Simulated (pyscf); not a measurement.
Structures and frequencies: ωB97X-D3(BJ)/def2-SVP in PySCF.

**Question.** How much does it cost (ΔH, 298 K, ωB97M-D3(BJ)/def2-TZVP) to split H₃C–CH₂–S–Ga(CH₃)–CH₃ at its Ga–S bond into H₃C–CH₂–S• + [H₃C–Ga–CH₃]•?

**Answer.** Ga–S to H₃C–CH₂–S• + [H₃C–Ga–CH₃]•: 83.4 kcal/mol. The 7 functionals that were run give +79.9 (PBE) to +88.7 kcal/mol (ωB97X-D3(BJ)/def2-TZVP). The radicals are drawn with the spin at the cut bond; how far it spreads was not checked. Other isomers of H₃C–CH₂–S•, [H₃C–Ga–CH₃]• were not searched in full and may lie lower. Elements up to Kr have no core potential and no relativistic terms here.
